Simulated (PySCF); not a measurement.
# A small calculation by hand: oscillator strength and radiative lifetime

Be(tBu)(NH2) (C4H11BeN), SMILES C[C]([Be][NH2])(C)C.

Geometry optimised at B3LYP-D3(BJ)/def2-SVP. One conformer was computed; it need not be the lowest.

TDDFT-PBE0/def2-SVPD (PySCF 2.14.0) puts the first singlet state with f over 0.02 at 5.90 eV (vertical), with the transition dipole (-0.594, -0.057, -0.232) in atomic units.

Q: Find the oscillator strength, the wavelength and the radiative lifetime that this transition would have in vacuum if emission retraced absorption.

A: 
|μ|² = 0.4099 au, so |μ| = 1.63 D. ΔE = 5.90/27.211 = 0.2168 hartree. f = (2/3) ΔE |μ|² = 0.059 (the program prints 0.059).
λ = 1239.84/5.90 = 210 nm; ν = 47587 cm⁻¹.
Einstein's coefficient A = 0.6670 ν² f s⁻¹ (ν in cm⁻¹) = 8.9e7 s⁻¹, so τ = 1/A = 11 ns. This state is S1. The figure is the radiative limit of this one transition; relaxation, internal conversion, crossing to triplets and a medium change what is measured.
